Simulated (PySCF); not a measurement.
C$_{2}$H$_{6}$Al (SMILES [CH3][Al+][CH3]), charge +1, singlet, at a GFN2-xTB geometry (such geometries of metal compounds can be far from the true shape); DF-HF/aug-cc-pVDZ (PySCF).

The PySCF input:
```python
from pyscf import gto, scf
import numpy

mol = gto.M(
    atom='''
Al   -0.00000000    0.00000000   -0.00000000
C     1.50720605    0.20042735   -1.23909353
H     2.19275998   -0.66045124   -1.17828475
H     2.09155963    1.10777030   -1.01536712
H     1.16035750    0.27671081   -2.28248740
C    -1.50720605   -0.20042735    1.23909353
H    -2.07340287   -1.12374067    1.03486934
H    -2.20884983    0.64552472    1.15629899
H    -1.16242441   -0.24581393    2.28497092
''',
    basis='aug-cc-pvdz',
    charge=1,
    verbose=4,
)
print('smallest overlap eigenvalue', numpy.linalg.eigvalsh(mol.intor('int1e_ovlp'))[0])

mf = scf.RHF(mol)
mf = mf.density_fit(auxbasis='def2-universal-jkfit')
mf = scf.addons.remove_linear_dep_(mf, threshold=1e-4, lindep=1e-4)
mf.kernel()
mf.analyze()
```

Problem. What does PySCF print? Leave out banner, timings and long lists.

Solution. 
```
PySCF version 2.14.0

[INPUT] verbose = 4
[INPUT] num. atoms = 9
[INPUT] num. electrons = 30
[INPUT] charge = 1
[INPUT] spin (= nelec alpha-beta = 2S) = 0
[INPUT] symmetry False subgroup None
[INPUT] Mole.unit = angstrom
[INPUT] Symbol           X                Y                Z      unit          X                Y                Z       unit  Magmom
[INPUT]  1 Al     0.000000000000   0.000000000000   0.000000000000 AA    0.000000000000   0.000000000000   0.000000000000 Bohr   0.0
[INPUT]  2 C      1.507206050000   0.200427350000  -1.239093530000 AA    2.848206647788   0.378752799372  -2.341547414421 Bohr   0.0
[INPUT]  3 H      2.192759980000  -0.660451240000  -1.178284750000 AA    4.143715819107  -1.248071962229  -2.226635474252 Bohr   0.0
[INPUT]  4 H      2.091559630000   1.107770300000  -1.015367120000 AA    3.952474873897   2.093382475927  -1.918765772688 Bohr   0.0
[INPUT]  5 H      1.160357500000   0.276710810000  -2.282487400000 AA    2.192757881585   0.522907646607  -4.313276068771 Bohr   0.0
[INPUT]  6 C     -1.507206050000  -0.200427350000   1.239093530000 AA   -2.848206647788  -0.378752799372   2.341547414421 Bohr   0.0
[INPUT]  7 H     -2.073402870000  -1.123740670000   1.034869340000 AA   -3.918163570187  -2.123562101335   1.955619627309 Bohr   0.0
[INPUT]  8 H     -2.208849830000   0.645524720000   1.156298990000 AA   -4.174121228992   1.219864927437   2.185088409211 Bohr   0.0
[INPUT]  9 H     -1.162424410000  -0.245813930000   2.284970920000 AA   -2.196663775409  -0.464521005303   4.317969241395 Bohr   0.0

nuclear repulsion = 87.2923998465662
number of shells = 54
number of NR pGTOs = 186
number of NR cGTOs = 127
basis = aug-cc-pvdz
ecp = {}
input.py:24: DeprecationWarning: remove_linear_dep_ is deprecated and will be removed in a future release. Linear dependency handling is now built into the SCF procedure by default. Linear dependency removal can be controlled using the following settings:
  pyscf.scf.hf.remove_overlap_zero_eigenvalue = True
  pyscf.scf.hf.overlap_zero_eigenvalue_threshold = 1e-6

  mf = scf.addons.remove_linear_dep_(mf, threshold=1e-4, lindep=1e-4)
smallest overlap eigenvalue 0.0004396161511606119
Applying remove_linear_dep_ on SCF object.
Using canonical orthogonalization with threshold 0.0001

******** <class 'pyscf.df.df_jk.DFRHF'> ********
method = DFRHF
initial guess = minao
damping factor = 0
level_shift factor = 0
DIIS = <class 'pyscf.scf.diis.CDIIS'>
diis_start_cycle = 1
diis_space = 8
diis_damp = 0
SCF conv_tol = 1e-09
SCF conv_tol_grad = None
SCF max_cycles = 50
direct_scf = False
Set gradient conv threshold to 3.16228e-05
Initial guess from minao.
******** <class 'pyscf.df.df.DF'> ********
auxbasis = def2-universal-jkfit
init E= -321.111187755632
  HOMO = -0.301187871681552  LUMO = -0.0301125698418896  gap/eV = 7.37633
cycle= 1 E= -320.864765330475  delta_E= 0.246  |g|=  0.3  |ddm|= 3.09
  HOMO = -0.646311768858762  LUMO = -0.167570707738681  gap/eV = 13.02721
cycle= 2 E= -320.908043081907  delta_E= -0.0433  |g|= 0.0891  |ddm|= 0.541
  HOMO = -0.60854469608236  LUMO = -0.135313319187533  gap/eV = 12.87728
cycle= 3 E= -320.911209482859  delta_E= -0.00317  |g|= 0.0264  |ddm|= 0.208
  HOMO = -0.617092766380718  LUMO = -0.136640926759229  gap/eV = 13.07376
cycle= 4 E= -320.911524167399  delta_E= -0.000315  |g|= 0.00562  |ddm|= 0.0524
  HOMO = -0.617388321981057  LUMO = -0.137552909081156  gap/eV = 13.05699
cycle= 5 E= -320.911538336786  delta_E= -1.42e-05  |g|= 0.00125  |ddm|= 0.0135
  HOMO = -0.61774616027112  LUMO = -0.13758463548691  gap/eV = 13.06586
cycle= 6 E= -320.911539236983  delta_E= -9e-07  |g|= 0.000216  |ddm|= 0.00326
  HOMO = -0.617805455749574  LUMO = -0.137597384549262  gap/eV = 13.06713
cycle= 7 E= -320.911539275573  delta_E= -3.86e-08  |g|= 4.03e-05  |ddm|= 0.000666
  HOMO = -0.617812213673406  LUMO = -0.137599195858223  gap/eV = 13.06726
cycle= 8 E= -320.911539276927  delta_E= -1.35e-09  |g|= 6.2e-06  |ddm|= 0.000151
  HOMO = -0.617813072562543  LUMO = -0.137599449610195  gap/eV = 13.06728
cycle= 9 E= -320.911539276963  delta_E= -3.57e-11  |g|= 1.21e-06  |ddm|= 1.75e-05
  HOMO = -0.617813073914017  LUMO = -0.137599422760145  gap/eV = 13.06728
Extra cycle  E= -320.911539276963  delta_E= -5.68e-13  |g|= 4.83e-07  |ddm|= 2.39e-06
converged SCF energy = -320.911539276963
**** SCF Summaries ****
Total Energy =                        -320.911539276963310
Nuclear Repulsion Energy =              87.292399846566170
One-electron Energy =                 -609.105802850869509
Two-electron Energy =                  200.901863727339986
Two-electron Coulomb Energy =          231.317473180142258
DFT Exchange-Correlation Energy =      -30.415609452802272
HOMO-LUMO gap [eV] =                    13.067279033621610
**** MO energy ****
MO #1   energy= -58.7423217208579  occ= 2
MO #2   energy= -11.4184305210212  occ= 2
MO #3   energy= -11.4184229688578  occ= 2
MO #4   energy= -5.1538624477695   occ= 2
MO #5   energy= -3.46671106025062  occ= 2
MO #6   energy= -3.46671106024869  occ= 2
MO #7   energy= -3.46302226620164  occ= 2
MO #8   energy= -1.12448775841703  occ= 2
MO #9   energy= -1.11700167847525  occ= 2
MO #10  energy= -0.739236181243194 occ= 2
MO #11  energy= -0.739236180741365 occ= 2
MO #12  energy= -0.735518084311212 occ= 2
MO #13  energy= -0.735518083791248 occ= 2
MO #14  energy= -0.712743551592396 occ= 2
MO #15  energy= -0.617813073914017 occ= 2
MO #16  energy= -0.137599422760145 occ= 0
MO #17  energy= -0.137599422683833 occ= 0
MO #18  energy= -0.134204157653061 occ= 0
MO #19  energy= -0.0696133790830959 occ= 0
MO #20  energy= -0.0620981882145989 occ= 0
MO #21  energy= -0.0620981881891592 occ= 0
MO #22  energy= -0.0504192694313859 occ= 0
MO #23  energy= -0.041506775573339 occ= 0
 ** Mulliken pop on meta-lowdin orthogonal AOs  **
 ** Mulliken pop  **
 ** Mulliken atomic charges  **
charge of    0Al =      1.17005
charge of    1C =     -0.53720
charge of    2H =      0.15072
charge of    3H =      0.15072
charge of    4H =      0.15072
charge of    5C =     -0.53720
charge of    6H =      0.15072
charge of    7H =      0.15072
charge of    8H =      0.15072

WARN: System has nonzero charge 1; the dipole moment is origin-dependent.
Location of origin: [0. 0. 0.]

Dipole moment(X, Y, Z, Debye): -0.00000, -0.00000, -0.00000
```
